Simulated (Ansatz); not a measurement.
Wavefunction ladder for C$_{3}$H$_{4}$F$_{4}$O (`FCCOC(F)(F)F`)

Z-matrix (Å, degrees):
```
C
C 1 1.510
F 1 1.377 2 108.1
H 1 1.093 2 110.9 3 -119.2
H 1 1.093 2 110.8 3 119.2
O 2 1.427 1 105.8 3 -179.9
H 2 1.093 1 110.4 3 -60.5
H 2 1.093 1 110.5 3 60.7
C 6 1.337 2 116.0 1 179.1
F 9 1.340 6 112.5 2 -60.4
F 9 1.340 6 112.5 2 60.1
F 9 1.321 6 108.2 2 179.9
```

Charge 0, multiplicity 1. Geometry: relaxed with PBE0-D4/def2-TZVP. It is one conformer, not always the lowest. Frozen core, restricted reference, Ansatz. CBS rows extrapolate triple and quadruple zeta; past MP2 they add the triple-zeta difference.

```csv
basis,HF (Eh),MP2 corr.
def2-TZVPP,-588.81889,-1.71204
def2-QZVPP,-588.84457,-1.86039
```

Question: Estimate the CCSD correlation energy and the (T) correction in each basis where they were run (hartree).

Answer: 
| basis | CCSD corr. | (T) |
| --- | --- | --- |
| def2-TZVPP | -1.73570 | -0.05812 |
| CBS(def2) | -1.99393 | as TZ |
